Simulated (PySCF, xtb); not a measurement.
Ti(Br)(OH)3 (BrH₃O₃Ti), SMILES [OH][Ti]([OH])([OH])[Br], multiplicity 1. One conformer was computed; it need not be the lowest.

Harmonic wavenumbers (cm⁻¹) from xtb with GFN2-xTB at its own minimum, in rising order: 129, 129, 138, 166, 167, 182, 258, 259, 315, 334, 336, 408, 619, 695, 696, 3640, 3641, 3642.

What does PySCF 2.14.0 with PBE-D3(BJ)/def2-SVP give at its own minimum? (The exact figures need the calculation; the answer reports its results.)

132, 132, 141, 191, 191, 251, 255, 255, 358, 453, 453, 460, 737, 793, 793, 3764, 3764, 3770. Paired by order, the mean absolute difference is 64 cm⁻¹ and the zero-point energies are 22.5 and 24.1 kcal/mol.
